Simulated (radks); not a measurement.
The phosphorus ion P5+ is in [Ne]. Method: scalar-relativistic Kohn-Sham, LDA (Slater exchange, Perdew-Wang correlation), spin-polarised, spherical densities, finite nucleus; Fermi nuclear charge, rms radius of each element as measured or else 0.836 A^(1/3) + 0.57 fm; computed with a radial shooting solver on a logarithmic mesh with Libxc functionals. Open shells are filled with parallel spins first. One electron is removed from 1s, 2p, 2s in turn, with full relaxation. Which removal costs least, and what does each cost?

Answer. 2p 220.83 eV; 2s 267.73 eV; 1s 2228.3 eV. The 2p electron leaves first.
